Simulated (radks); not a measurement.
Dynamic dipole polarisability and lines of the vanadium ion V12+, [Ne] 3s1. Method: non-relativistic Kohn-Sham, PBE, spin-polarised, spherical densities, point nucleus; open shells are filled with parallel spins first; computed with a radial shooting solver on a logarithmic mesh with Libxc functionals. Time-dependent linear response with the Hartree and adiabatic LDA kernel, continuum included through the Sternheimer equations. Lines are the poles of the dipole polarisability below minus the highest occupied eigenvalue, found on a grid refined at the orbital gaps; the lowest seven at most are given, and weak or close lines can be missed. The first line takes the name of the lowest orbital gap if no other gap lies below it; otherwise a line is named after a gap within 0.6 % of it, if that gap stands alone.

photon energy (eV),alpha (bohr^3)
0,0.3775
15.927,0.5361
47.780,-0.1854
79.633,-0.03427

Lines (eV, oscillator strength): 28.774 (43.09 nm, 3s-3p), f = 0.402; 169.24 (7.326 nm, unassigned), f = 0.211; 230.60 (5.377 nm, 3s-5p), f = 0.0626; 261.02 (4.750 nm, 3s-6p), f = 0.0284; 278.53 (4.451 nm, 3s-7p), f = 0.0156; 289.57 (4.282 nm, 3s-8p), f = 0.00962. Higher lines, where found, are left out when the end of the mesh affects them. Those listed give 97 % of the static polarisability (sum of f/w^2). Orbital energy gaps for comparison: 3s-3p 26.889 eV; 3s-4p 170.35 eV; 3s-5p 231.02 eV; 3s-6p 261.23 eV; 3s-7p 278.66 eV.
